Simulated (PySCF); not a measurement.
**What binds K2: the parts of the energy along the bond**

State: singlet, closed shell. RHF-based CCSD(T) in PySCF 2.14 with K cc-pwCVDZ-X2C and K cc-pwCVTZ-X2C (frozen core orbitals: 10; spin-free X2C with a Gaussian nucleus). Correlation energies are extrapolated as n⁻³ (n = 2, 3), Hartree–Fock as (n+1)·exp(−9√n). All energies in eV from K + K.

```
 R (Å)  HF/CBS  CCSD corr.      (T)   total
3.5336   0.267      -0.682  -0.0880  -0.503
3.6942   0.198      -0.652  -0.0839  -0.539
3.8548   0.152      -0.624  -0.0806  -0.553
4.0154   0.127      -0.598  -0.0782  -0.549
4.1760   0.119      -0.574  -0.0768  -0.532
4.3768   0.128      -0.549  -0.0766  -0.497
4.5776   0.153      -0.528  -0.0782  -0.453
```

A fit to the total gives Re = 3.8969 Å, De = 0.553 eV, ωe = 93.4 cm⁻¹, Be = 0.05698 cm⁻¹ (masses 38.9637 and 38.9637 u).

Q: At R = 3.8548 Å the CCSD correlation energy is -0.278268 hartree in the smaller basis and -0.462975 in the larger. Extrapolate it.

A: (3³·E3 − 2³·E2)/(3³ − 2³) = -0.54075 hartree; the larger basis holds 85.6 % of it.

The T1 diagnostic is 0.014. The open-shell atoms are computed with UHF. Spin–orbit coupling, excitations beyond (T) and corrections to the Born–Oppenheimer picture are left out.
